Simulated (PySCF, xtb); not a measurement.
H3InO2Se, SMILES [OH][In]([OH])[SeH].

xtb with GFN2-xTB at its own geometry gives an orbital gap of 2.54 eV and a dipole moment of 1.82 D.

The structure is a stationary point at r2SCAN-D4/def2-SVP. The structure was generated by enumeration; whether it is a known compound was not checked. The def2 effective core potentials stand for the cores of In; spin–orbit coupling is left out. The values are those of a single conformer.

Q: What does PySCF with PBE/def2-TZVP give? (The exact figures need the calculation; the answer reports its results.)

A: gap 3.36 eV (levels -6.22 and -2.86 eV), dipole 1.71 D.
